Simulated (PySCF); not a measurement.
## Dipole moment and polarisability of `ClCC=C1C=CC=C1`

Compound: C7H7Cl.
Structure used (GFN2-xTB), in Å, numbered top down from 1:
```xyz
15
C7H7Cl angstrom
Cl    -3.4027    0.1628   -1.5144
C     -1.6577    0.0771   -1.9595
C     -0.8635    0.8064   -0.9440
C      0.0650    0.2652   -0.1417
C      0.8511    1.0007    0.8491
C      1.6957    0.1401    1.4403
C      1.4937   -1.1840    0.8690
C      0.5321   -1.1179   -0.0677
H     -1.3986   -0.9771   -2.0226
H     -1.5779    0.5484   -2.9402
H     -1.0895    1.8613   -0.8509
H      0.7385    2.0518    1.0353
H      2.4132    0.3577    2.2104
H      2.0428   -2.0574    1.1714
H      0.1535   -1.9271   -0.6621
```

Level: CAM-B3LYP/def2-SVPD (PySCF), static field, nuclei fixed, core orbitals frozen in the response. The polarisability tensor in these axes (au):

```
x   120.44 -12.72  37.96
y   -12.72  86.78  -4.61
z    37.96  -4.61  94.46
```

Give the principal values, the mean and the anisotropy Δα = √{½[(α1 − α2)² + (α2 − α3)² + (α1 − α3)²]}.

Principal values 66.60, 84.83 and 150.25 au; mean 100.56 au = 14.90 Å³ = 16.58 × 10⁻⁴⁰ C²·m²/J; Δα = 76.19 au (76 % of the mean).

What is the dipole moment, and where does it point?

(1.52, 0.13, -0.67) D, 1.66 D in size, pointing from the negative to the positive side. Measured along this direction, the outermost atoms are Cl1 at the negative end and H13 and H14 at the positive end.

In TDDFT the mean static polarisability is Σ f/ω² over all singlet excitations (ω in hartree). How much of it do the 8 lowest give? Their energies (eV) and oscillator strengths: 3.45, 0.0085; 5.18, 0.6007; 5.96, 0.0014; 6.12, 0.0063; 6.53, 0.0033; 6.58, 0.0018; 7.02, 0.0417; 7.08, 0.0604.

They add up to 18.85 au, 18.7 % of the 100.56 au; the largest single term is 16.56 au, from the state at 5.18 eV. Terms in order: 0.53, 16.56, 0.03, 0.13, 0.06, 0.03, 0.63, 0.89 au. Higher excitations give the rest. The strengths listed sum to 0.724.

Find the Langevin capture rate constant for NH4+ (18.034 u) meeting this molecule (126.024 u), k = 2.342 × 10⁻⁹ cm³/s × √(α in Å³ / reduced mass in u).

The reduced mass is 15.78 u, so k = 2.28 × 10⁻⁹ cm³/s. The formula leaves out the permanent dipole, which adds to the capture rate.

How large is μ²/3kT at 273 K beside α?

In Gaussian units μ²/3kT = 24.48 Å³ against 14.90 Å³, a ratio of 1.64; the Debye molar polarisation (4π/3)N_A(α + μ²/3kT) is 99.3 cm³/mol, leaving out the vibrational part.

What are the principal values of the traceless quadrupole moment, Θ = ½Σq(3rr − r²1), about the centre of nuclear charge?

-9.27, 3.79, 5.48 D·Å. The values depend on the origin, since the dipole doesn't vanish. The electronic extent ⟨r²⟩ about the same centre is 1493 bohr², a root-mean-square distance of 2.52 Å for the 66 electrons.

What depolarisation ratio follows for Rayleigh scattering of linearly polarised light, taking the static tensor?

ρ = 3Δα²/(45ᾱ² + 4Δα²) = 17415.3/(455066 + 23220.3) = 0.0364.

Geometry: GFN2-xTB, one conformer, isolated molecule.

These values come from a run that also computed excited states. Time: 85 s; peak memory 1.0 GiB. Hardware: one thread of an Arm Neoverse N1, no GPU, on a shared host.
